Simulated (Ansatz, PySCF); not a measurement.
Gas-phase reaction (SMILES): CCCCF + 4 [H][H] (H2) → 4 C (CH4) + F (HF); energy of full hydrogenation.

Geometries: B3LYP-D3(BJ)/def2-TZVP minima from Ansatz (a first-principles code), one conformer each, not searched for the lowest. Valence correlation only, unless marked. No spin-orbit coupling. No relativistic terms. CBS(X,Y): correlation extrapolated as X^-3; Hartree-Fock from the larger set. Thermal terms are rigid-rotor harmonic-oscillator values from B3LYP-D3(BJ) frequencies (Ansatz or PySCF) at 298.15 K and 1 atm. 1 Eh = 627.5095 kcal/mol.

```csv
species,"E, CCSD(T)/CBS(cc-pVTZ,cc-pVQZ) (Ansatz) (Eh)","E, PBE0-D4/def2-TZVPD (Ansatz + dftd4) (Eh)",H - E (Eh)
CCCCF,-257.40781,-257.50372,0.13211
[H][H] (H2),-1.17450,-1.16831,0.01336
C (CH4),-40.45816,-40.47492,0.04840
F (HF),-100.39146,-100.39487,0.01259
```

Task: Work out ΔE and ΔH at 298.15 K at the first level, then ΔH at the second.

Result: 
1. ΔE = [4×(-40.45816) + (-100.39146)] - [(-257.40781) + 4×(-1.17450)] = -0.11829 Eh = -74.2 kcal/mol at CCSD(T)/CBS(cc-pVTZ,cc-pVQZ).
2. The terms H - E add up to 0.02064 Eh, so ΔH = (-0.11829 + (0.02064))×627.5095 = -61.3 kcal/mol.
3. At PBE0-D4/def2-TZVPD the same steps give ΔE = -73.8 and ΔH = -60.8 kcal/mol, a shift of +0.5 from the first level.
4. These values are not checked against measurement here, since the tables used lack a sound gas-phase enthalpy of formation for at least one species.
